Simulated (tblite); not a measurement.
Compound: C5H9OSi (doublet state).
Z-matrix (Å and degrees, GFN2-xTB geometry), rows numbered from 1:
```
O 
C   1  1.4098
C   2  1.5261  1  111.55
C   3  1.4526  2  114.05  1   166.06
C   4  1.3021  3  125.04  2  -119.67
C   5  1.5296  4  116.41  3     0.12
Si  6  1.9129  5  103.99  4     0.50
H   1  0.9637  2  108.43  3    60.34
H   2  1.1001  1  110.59  3  -123.59
H   2  1.0920  1  105.60  3   119.49
H   3  1.0954  2  108.68  1   -69.58
H   5  1.0780  4  125.21  3  -179.67
H   6  1.0917  5  109.48  4  -121.15
H   6  1.0918  5  109.67  4   122.38
H   7  1.4575  3  111.95  2     4.68
H   7  1.4658  3  109.15  2  -120.91
```

Computed values, GFN2-xTB/tblite, gas phase, harmonic and unscaled. This tight-binding method is rough: wavenumbers can miss measured ones by several per cent, in bad cases by 10 to 20. Modes of hydrogen on silicon can be 10 to 20 % off. One conformer, not necessarily the lowest. Open shells enter through the occupations alone, without spin polarisation, and single modes of such species can be off by tens of per cent.

Harmonic wavenumbers (cm⁻¹): 65.0, 95.0, 165.0, 224.8, 345.8, 380.0, 417.4, 472.6, 496.0, 521.5, 575.9, 624.1, 664.2, 720.0, 750.9, 774.1, 817.5, 944.1, 957.8, 994.3, 1050.7, 1057.6, 1092.5, 1101.4, 1141.2, 1162.7, 1230.4, 1286.7, 1308.3, 1340.5, 1455.5, 1488.0, 1734.0, 2243.6, 2319.9, 2865.5, 2907.6, 2950.1, 2970.6, 2985.5, 3086.6, 3542.8.

A = 3959, B = 1690, C = 1295 MHz; mass 113.042 u (most abundant isotopes); point group C1, symmetry number 1; spin multiplicity 2.

Problem. Zero-point energy?

Solution. ½Σν̃ = 26664 cm⁻¹ = 318.97 kJ/mol.

Problem. Entropy at 350 K, 1 bar (ideal gas, RRHO, classical rotation)?

Solution. Translation 171.15, rotation 119.19, vibration 104.25, spin (R ln 2) 5.76: S = 400.4 J/(mol K).

Problem. And Cp and H(350 K) − H(0)?

Solution. Cp = 159.77 J/(mol K), of which vibrations give 126.51 (their classical limit is 42 R = 349.2); H(350 K) − H(0) = 32.14 kJ/mol without the zero-point energy, 20.50 from vibrations.

Problem. Which modes carry the vibrational entropy at 350 K?

Solution. 65.0 cm⁻¹: 19.31; 95.0 cm⁻¹: 16.18; 165.0 cm⁻¹: 11.70; 224.8 cm⁻¹: 9.26; 345.8 cm⁻¹: 6.06; 380.0 cm⁻¹: 5.40 J/(mol K); the other 36 give 36.34 together.

Problem. Blend soft modes into free rotors: weight 1/[1 + (100 cm⁻¹/ν̃)⁴] for the oscillator and the rest for a rotor with moment μB/(μ + B), μ = h/(8π²ν), B = 10⁻⁴⁴ kg m². What vibrational entropy results?

Solution. 98.14 J/(mol K) in place of 104.25, which changes −T·S at 350 K by +2.14 kJ/mol.

Problem. What must be added to the electronic energy to get the Gibbs energy at 350 K and 1 bar?

Solution. ZPE + [H(350 K) − H(0)] − T·S = 318.97 + 32.14 − 140.12 = 210.99 kJ/mol.

Problem. How do the functions run with temperature in this model?

Solution. 
```
T (K)  S (J/(mol K))  Cp (J/(mol K))  H − H(0) (kJ/mol)  G − H(0) (kJ/mol)  ln q(vib)
  100          275.1            61.8               4.61             -22.91       0.95
  200          329.0            99.6              12.60             -53.21       2.62
  300          377.2           140.6              24.62             -88.54       4.50
  500          465.8           207.4              59.87            -173.02       8.58
  800          577.7           267.9             132.04            -330.15      14.72
 1000          640.4           293.5             188.32            -452.11      18.56
```

q(vib) and H(0) count from the zero-point level.

Hindered rotation and anharmonicity are outside this model. Other conformers, if any are populated, would add a mixing term that is left out. The structure is chiral; the term R ln 2 for an equal mix with its mirror image is left out.

Hardware: one thread, Intel Xeon 6975P-C (x86_64), shared host. Cost: 0.41 s. This covers the Hessian and the dipole derivatives.
